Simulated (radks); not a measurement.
Fractional charge and spin in the 3d shell of zinc: the spin-up occupation runs from 4 to 5 and the spin-down occupation from 4 to 5; the fullest corner is Zn+, [Ar] 4s(up 0.5, down 0.5) 3d(up 5, down 5). Calculated with a radial shooting solver on a logarithmic mesh with Libxc functionals: non-relativistic Kohn-Sham, r2SCAN, spin-polarised, spherical densities, point nucleus; meta-GGA in the generalised Kohn-Sham scheme. Energy (eV) minus the two flat planes that join the four corners (they meet along the diagonal where the two added fractions sum to one electron); zero is where a piecewise linear energy would lie.

down \ up       4     4.5       5
4           0.000  -2.581   0.000
4.5        -2.581   0.383  -2.206
5           0.000  -2.206   0.000

Corners above the fullest one (they belong to Zn2+ and the next ion): (up 5, down 4) 28.988 eV, (up 4, down 5) 28.988 eV, (up 4, down 4) 78.695 eV. With half an added electron in each spin the energy lies 0.383 eV from the planes, and with half an added electron in spin up alone -2.581 eV. The planes are only a guide here: the flat-plane condition holds for ground states with one frontier orbital, while this shell lies below other occupied shells, so the corners above the fullest one are inner-hole states and not the ground states of those ions.
